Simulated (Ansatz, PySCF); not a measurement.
System: 1-methylselanylbutane, C₅H₁₂Se, net charge 0, singlet state. SMILES: C(C[Se]C)CC
Geometry: optimised at B3LYP-D3(BJ)/def2-TZVP (Ansatz, a first-principles code).

Wanted: vertical triplet-singlet gap, E(triplet) - E(singlet), in eV. Set-up: dispersion terms only where a functional's name holds one; LANL2DZ with its own core potentials from Na on; no spin-orbit coupling; six Cartesian d functions in 6-31G* and its kin unless marked 5d; open shells spin-unrestricted; frozen cores in correlated levels (noble-gas shells and the d and f shells of earlier blocks); each state is the SCF solution reached for its charge and spin; non-relativistic. First-principles rows: single points at B3LYP-D3(BJ) geometries (Ansatz). Levels can end on unlike triplets.

```csv
level,program,"vertical triplet-singlet gap, E(triplet) - E(singlet) (eV)"
HF/6-31G* with LANL2DZ past Ar,Ansatz,4.72
PBE/6-31G*,Ansatz,4.29
B3LYP/STO-3G,Ansatz,6.20
B3LYP/6-31G*,Ansatz,4.45
B3LYP/6-31G* with LANL2DZ past Ar,Ansatz,4.62
M06-2X/6-31G* with LANL2DZ past Ar (5d),PySCF,4.80
MP2/6-31G* with LANL2DZ past Ar,Ansatz,4.71
PBE/def2-TZVPD,Ansatz,4.02
wB97M-V/def2-TZVPD,Ansatz,4.37
```

No value to compare with is used here. The 7 habitual levels span 4.29 (PBE/6-31G*) to 6.20 eV (B3LYP/STO-3G); wB97M-V/def2-TZVPD gives 4.37.

The levels are drawn from those run, B3LYP/6-31G* more often than the rest, none by its result; left out are runs that failed, that the program found above a lower state of the same kind, or whose <S^2> lies over 0.5 above the pure value.
